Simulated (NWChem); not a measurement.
CH3FOTe; SMILES [Te](OC)F

```xyz
7

Te     0.3144    -0.4756     0.0282
F     -1.5714    -0.9374    -0.0694
O      0.1573     1.3913    -0.5680
C     -0.3406     2.3558     0.3352
H      0.1985     2.3527     1.2990
H     -0.2043     3.3387    -0.1423
H     -1.4157     2.2095     0.5334
```
Atoms are numbered in this order, from 1.

Computed with NWChem. All runs use the structure optimised with PBE0/def2-SVP. Not confirmed as a minimum by frequencies. def2 effective core potentials on Te; no spin-orbit coupling. B3LYP is NWChem's, with the RPA form of VWN correlation. Ions are spin-unrestricted doublets at the neutral geometry; other ion states weren't tried.

For level B3LYP/def2-SVP:

```
Quantity                               Result
-------------------------------------  ------
vertical ionisation energy, ΔSCF (eV)    8.65
−ε(HOMO) (eV)                            6.00
```

Estimate the same quantities for level PBE/def2-SVP.


| Quantity | Result |
|---|---|
| vertical ionisation energy, ΔSCF (eV) | 8.34 |
| −ε(HOMO) (eV) | 4.98 |
